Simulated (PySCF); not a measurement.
Simulation results for F2HSi

Computed with PySCF 2.14.0. Calculation on a computer-drawn molecule: the log of a Hartree-Fock and frozen-core CCSD(T) single point meant for a local Hartree-Fock minimum, with one planted fault or none, to be diagnosed. Offsets are logged minus clean, where the clean run is the same molecule without the fault. The reference is restricted for singlets and unrestricted otherwise, and also for a bond in bohr or an excited solution. Adding or removing an electron swaps singlet and doublet. The excited solution moves the top pair (singlet) or top alpha electron (doublet) to the lowest empty orbital. Highest occupied and lowest empty are orbital energies over both spins, largest force is the largest gradient component, triples share is (T) over the correlation energy, the T1 limit is 0.02 restricted and 0.045 unrestricted, electrons count all cores, a negative frequency is imaginary (commonest isotopes), and the dipole is about the centre of nuclear charge.

```yaml
- formula: F2HSi
  logged_structure:
    atoms_angstrom:
      - [F, -1.8542, -1.7763, -4.3793]
      - [Si, -0.7455, -1.0188, -3.4987]
      - [F, -1.157, 0.5331, -3.4733]
      - [H, -0.881, -2.0002, -0.8927]
  given:
    meant_charge: 0
    meant_multiplicity: 2
    meant_basis: "cc-pV(D+d)Z"
    logged_electrons: 33
    logged_basis_functions: 56
    logged_SCF_converged: "yes"
    logged_spin_squared: 0.9006
    "logged_highest_occupied [eV]": -10.999
    "logged_lowest_empty [eV]": 0.56711
    "logged_largest_force [hartree/bohr]": 0.015827
    logged_T1_diagnostic: 0.031728
    logged_D1_diagnostic: 0.13058
    logged_triples_share: 0.01919
    logged_CC_converged: "yes"
    "logged_dipole_magnitude [debye]": 1.2078
    logged_SCF_stable_within_its_kind: "yes"
    "logged_energy_HF [hartree]": -488.40259
    "logged_energy_CCSD(T) [hartree]": -488.8785
    possible_faults: "no fault, one electron removed, one electron added, multiplicity raised by two, geometry at a saddle point, SCF held on an excited solution, minimal basis STO-3G, one bond length entered in bohr, all coordinates scaled"
    drawn_bonds_atom: [1, 2, 2]
    drawn_bonds_other_atom: [2, 3, 4]
    drawn_bonds_order: [1, 1, 1]
  results:
    planted_fault: "one bond length entered in bohr, row 3 of the drawn bonds"
    "HF_energy_offset_from_clean_run [kcal/mol]": 45.15
    "CCSD(T)_energy_offset_from_clean_run [kcal/mol]": 43.58
```
